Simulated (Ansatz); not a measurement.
Correlation energies of C₃H₁₀FHfNO₂, SMILES `CC[N](C)[Hf]([OH])([OH])[F]` by basis set

```xyz
18

C    -1.787   -0.766   -1.186
C    -1.096    0.511   -0.729
N     0.265    0.322   -0.272
C     1.204   -0.015   -1.318
Hf    1.006    0.498    1.605
O    -0.429    1.195    2.692
O     1.653   -1.213    2.236
F     2.528    1.684    1.507
H    -1.819   -1.498   -0.374
H    -1.273   -1.225   -2.034
H    -2.813   -0.555   -1.498
H    -1.106    1.241   -1.553
H    -1.674    0.957    0.086
H     2.229   -0.046   -0.928
H     1.008   -0.996   -1.772
H     1.196    0.736   -2.121
H    -0.920    1.318    3.498
H     1.828   -2.146    2.160
```

Total charge 0; spin multiplicity 1. Correlated methods include outer-core shells of Hf, which these sets cover unevenly. Hf takes the def2 core potential. All single points use the PBE0-D4/def2-TZVP geometry. It is one conformer, not always the lowest. Frozen core, restricted reference, Ansatz.

```tsv
basis	HF (Eh)	MP2 corr.
def2-SVP	-470.43559	-1.39697
def2-TZVPP	-470.96217	-1.80209
def2-QZVPP	-470.98284	-1.96253
```

Task: Estimate the CCSD correlation energy and the (T) correction in each basis where they were run (hartree).

Result: 
```csv
basis,CCSD corr.,(T)
def2-SVP,-1.44883,-0.04047
def2-TZVPP,-1.83353,-0.07100
```
